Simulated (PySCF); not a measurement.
diselenium (Se2), SMILES [Se]=[Se] (connectivity only; charge and spin as stated), neutral, multiplicity 3.

Geometry optimised at PBE0-D3(BJ)/def2-TZVP.

Two levels are set side by side: PBE/def2-TZVPD (PySCF) and PBE0/def2-TZVPD (PySCF). Same geometry, gas phase. Differences are taken from unrounded values.

| quantity | PBE0 | PBE | PBE minus PBE0 |
|---|---|---|---|
| α-spin orbital gap (eV) | 5.73 | 3.70 | -2.02 |
| β-spin orbital gap (eV) | 4.63 | 2.95 | -1.68 |
| mean polarisability (bohr³) | 56.4 | 57.1 | 0.7 |

Rough cost on one machine, each run with all the roots and properties that it gave: PBE0 against PBE about 1/2.
